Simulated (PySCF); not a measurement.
# UHF on Pb (lead, neutral)

Configuration: [Xe] 4f14 5d10 6s1 6p3, high-spin 5S determinant (an excited configuration). Computed with PySCF 2.14 in aug-cc-pVQZ-PP with one added diffuse shell each of s, p, d, f, g type with ECP60MDF (8s8p6d4f3g, 117 functions), with scalar relativity through the core potential.

```json
{
 "Total energy": "-191.663577 hartree",
 "One-electron energy": "-334.6653 hartree",
 "Hartree (Coulomb) energy": "158.1259 hartree",
 "Exchange energy": "-15.1242 hartree",
 "⟨S²⟩": "6.0098",
 "⟨L²⟩": "0.000",
 "Sum of ⟨r⟩": "32.67 bohr",
 "Sum of ⟨r²⟩": "67.95 bohr²"
}
```

```csv
shell,electrons,mean orbital energy (eV),"rms radius, mean of both spins (bohr)"
5s α,1,-169.47,0.925
5s β,1,-168.89,0.925
5p α,3,-106.34,1.05
5p β,3,-106.06,1.05
5d α,5,-30.743,1.39
5d β,5,-30.010,1.39
6s α,1,-19.835,2.56
6p α,3,-8.340,3.35
```

Energies and moments cover only the electrons outside the core potential. Spin-orbit coupling, which splits the p, d and f shells strongly at this Z, is absent. Spin-orbit coupling is strong in this species (close to jj coupling), so the high-spin LS determinant is a model state, not a physical level.
